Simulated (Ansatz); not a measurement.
```yaml
crystal:
  periodic: [false, false, false]
  atoms:
    - {symbol: In, position_ang: [-1.088308, -0.963864, 0.821285]}
    - {symbol: As, position_ang: [-0.181100, 1.352837, -0.349595]}
    - {symbol: As, position_ang: [1.269407, -0.388983, -0.471690]}
basis:
  gaussian: {orbitals: def2-TZVPD, fitting: {mean_field: def2-universal-jkfit}, final_grid: {core_spheres: 5, valence_spheres: 4, degree: 11}}
total_charge: -1
hamiltonian: {xc: {name: HSE06}, dispersion: d3bjatm, pseudopotentials: {relativity: scalar}}
```

```sh
$ ansatz run in.yaml --threads 4 --pin off --events-out ev --progress --plain --max-ram 3916MiB
```

It prints (some lines left out):

```
Functional definition: HSE06
750 factors; integrals over basis functions are off by at most 4.6e-1 eV
750 factors; integrals over basis functions are off by at most 1.8e-6 eV
mean field evaluation 1: about -127902.6391 eV, gradient 2.5e1 eV
mean field evaluation 2: about -127900.8331 eV, gradient 3.6e1 eV
mean field evaluation 4: about -127903.5990 eV, gradient 1.3e0 eV
mean field evaluation 8: about -127903.6402 eV, gradient 3.4e-2 eV
mean field evaluation 16: about -127903.6402 eV, gradient 9.3e-6 eV
mean field -127903.64015865 eV, -4700.3720796291 hartree, gradient 1.7e-5 eV, S^2 0.000000; 3 other end points of the search recorded, 0 dependent functions left out
reference -127903.64018565 eV, -4700.3720806217 hartree; 44, 44 occupied and 120, 120 virtual orbitals, 750 factors
Total energy: -127903.75654727 eV, -4700.3763568322 hartree
Relativity: scalar
```

Hardware: 4 threads of Arm Neoverse V1 on a shared host. Wall time 5.5 s, peak host memory 0.68 GiB.

In the def2 sets In takes a core potential; there is no spin–orbit coupling. HSE06 is defined as in plane-wave codes, on full-range PBE exchange.
